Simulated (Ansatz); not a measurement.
Consider the silylene formation by 1,1-elimination: `O[SiH2]S[SiH2]Cl` → `O[SiH]` + `S[SiH2]Cl`.

Computed with Ansatz on PBE0-D4/def2-TZVP structures; ΔE is electronic, products minus reactants. CCSD(T)/CBS is the MP2 limit (def2-TZVPP, def2-QZVPP) plus CCSD(T) − MP2 in def2-TZVPP, frozen cores. This one scheme is used for every species. DFT in def2-TZVPP. One conformer a species, not always the lowest.

`O[SiH2]S[SiH2]Cl`:

Cartesian coordinates in Å:
```
O -1.552 -0.934 0.410
Si -0.984 0.429 1.118
S 1.148 0.591 0.950
Si 1.299 0.146 -1.118
Cl 1.323 -1.885 -1.456
H -1.085 -1.758 0.563
H -1.660 1.539 0.414
H -1.229 0.485 2.579
H 2.590 0.683 -1.596
H 0.150 0.704 -1.864
```

`O[SiH]`:

Cartesian coordinates in Å:
```
O -0.775 0.033 0.054
Si 0.865 0.271 0.102
H -1.287 0.741 0.454
H 1.196 -1.044 -0.610
```

`S[SiH2]Cl`:

Z-matrix (Å, degrees):
```
Si
Cl 1 2.054
S 1 2.120 2 112.9
H 1 1.478 2 108.5 3 -116.6
H 1 1.479 2 106.5 3 122.3
H 3 1.344 1 94.3 2 70.4
```

Is it downhill or uphill in electronic energy at CCSD(T)/CBS, and by how much? (An estimate is asked.)

Computed: Uphill: ΔE = +62.7 kcal/mol.

What do these levels give: ωB97X-V, B2PLYP, r2SCAN, HF/def2-TZVPP, CCSD/def2-TZVPP, CCSD/CBS(def2)? (Best estimate.)

Computed: ωB97X-V 64.2, B2PLYP 59.6, r2SCAN 65.8, HF/def2-TZVPP 58.9, CCSD/def2-TZVPP 59.6, CCSD/CBS(def2) 61.9 kcal/mol.

Largest T1 diagnostic among the species: 0.016.

The D4 term adds +5.2 kcal/mol with B3LYP and +2.9 kcal/mol with PBE0; it sums over pairs of atoms, weighted by their polarisabilities, and B3LYP, whose exchange is more repulsive, gets the larger term. From PBE to PBE0 (25 % exact exchange), in def2-TZVPP and without D4, ΔE moves by +3.9 kcal/mol.

B3LYP here is the variant with VWN-RPA as its local correlation; programs differ in this.
